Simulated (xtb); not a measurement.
cadmium atom (Cd), singlet (GFN-xTB shapes and energies of metal compounds can be far from the true ones); GFN2-xTB in xtb.

Input for xtb:
```
$ xtb mol.xyz --gfn 2 --etemp 3000 --json

# file mol.xyz
1

Cd     0.00000000     0.00000000     0.00000000
```

### Question
Predict the main parts of the log of this xtb run.

### Answer

```
   ID    Z sym.   atoms
    1   48 Cd     1

           -------------------------------------------------
          |                Calculation Setup                |
           -------------------------------------------------

           -------------------------------------------------
          |                 G F N 2 - x T B                 |
           -------------------------------------------------

          ...................................................
          :                      SETUP                      :
          :.................................................:
          :  # basis functions                   4          :
          :  # atomic orbitals                   4          :
          :  # shells                            2          :
          :  # electrons                         2          :
          :  max. iterations                   250          :
          :  Hamiltonian                  GFN2-xTB          :
          :  restarted?                      false          :
          :  GBSA solvation                  false          :
          :  PC potential                    false          :
          :  electronic temp.         3000.0000000     K    :
          :  accuracy                    1.0000000          :
          :  -> integral cutoff          0.2500000E+02      :
          :  -> integral neglect         0.1000000E-07      :
          :  -> SCF convergence          0.1000000E-05 Eh   :
          :  -> wf. convergence          0.1000000E-03 e    :
          :  Broyden damping             0.4000000          :
          :  net charge                          0          :
          :  unpaired electrons                  0          :
          ...................................................

 iter      E             dE          RMSdq      gap      omega  full diag
   1     -0.5330375 -0.533037E+00  0.168E-04    6.51       6.5  T
   2     -0.5330375  0.333067E-15  0.134E-04    6.51       6.5  T
   3     -0.5330375 -0.111022E-15  0.103E-04    6.51       6.5  T

   *** convergence criteria satisfied after 3 iterations ***

         :::::::::::::::::::::::::::::::::::::::::::::::::::::
         ::                     SUMMARY                     ::
         :::::::::::::::::::::::::::::::::::::::::::::::::::::
         :: total energy              -0.533037480516 Eh    ::
         :: gradient norm              0.000000000000 Eh/a0 ::
         :: HOMO-LUMO gap              6.507476000521 eV    ::
         ::.................................................::
         :: SCC energy                -0.533037480516 Eh    ::
         :: -> isotropic ES            0.000000000000 Eh    ::
         :: -> anisotropic ES          0.000000000000 Eh    ::
         :: -> anisotropic XC          0.000000000000 Eh    ::
         :: -> dispersion              0.000000000000 Eh    ::
         :: repulsion energy           0.000000000000 Eh    ::
         :: add. restraining           0.000000000000 Eh    ::
         :: total charge              -0.000000000480 e     ::
         :::::::::::::::::::::::::::::::::::::::::::::::::::::

           -------------------------------------------------
          |                Property Printout                |
           -------------------------------------------------

    * Orbital Energies and Occupations

         #    Occupation            Energy/Eh            Energy/eV
      -------------------------------------------------------------
         1        2.0000           -0.2665184              -7.2523 (HOMO)
         2        0.0000           -0.0273731              -0.7449 (LUMO)
         3        0.0000           -0.0273731              -0.7449
         4        0.0000           -0.0273731              -0.7449
      -------------------------------------------------------------
                  HL-Gap            0.2391453 Eh            6.5075 eV
             Fermi-level           -0.1521644 Eh           -4.1406 eV

     #   Z          covCN         q      C6AA      α(0)
     1  48 Cd       0.000    -0.000   476.225    51.243

 Mol. C6AA /au·bohr⁶  :        476.225047
 Mol. C8AA /au·bohr⁸  :      44529.310052
 Mol. α(0) /au        :         51.243030

Wiberg/Mayer (AO) data.
largest (>0.10) Wiberg bond orders for each atom

 ---------------------------------------------------------------------------
     #   Z sym  total        # sym  WBO       # sym  WBO       # sym  WBO
 ---------------------------------------------------------------------------
     1  48 Cd   0.000
 ---------------------------------------------------------------------------

molecular dipole:
                 x           y           z       tot (Debye)
 q only:        0.000       0.000       0.000
   full:        0.000       0.000       0.000       0.000
molecular quadrupole (traceless):
                xx          xy          yy          xz          yz          zz
 q only:        0.000       0.000       0.000       0.000       0.000       0.000
  q+dip:        0.000       0.000       0.000       0.000       0.000       0.000
   full:        0.000       0.000       0.000       0.000       0.000       0.000

           -------------------------------------------------
          | TOTAL ENERGY               -0.533037480516 Eh   |
          | GRADIENT NORM               0.000000000000 Eh/α |
          | HOMO-LUMO GAP               6.507476000521 eV   |
           -------------------------------------------------

normal termination of xtb
```
